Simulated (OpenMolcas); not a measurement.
Nb4+ (d1) among equal point charges was computed by CASSCF with the d shell active (OpenMolcas, ANO-RCC-VDZP on the metal). Its lowest spin-free states, and all those of the highest spin:

```csv
2S+1,Degeneracy,E (cm-1)
2,1,0.0
2,2,16383
2,1,38091
2,1,55561
```

Task: Is the site octahedral, tetrahedral or cube-like, axial, or of lower symmetry?

Result: The states with 2S+1 = 2 have orbital degeneracies 1, 2, 1, 1. There are pairs but no triples, so the site is axial: not cubic, but with a proper or improper axis of order three or more. The run had Nb4+ among 4 point charges of -2.5 e arranged as a square (D4h), 1.95 Å from the ion.

This is an electrostatic model: the charges have no orbitals. No measured value stands beside these numbers.
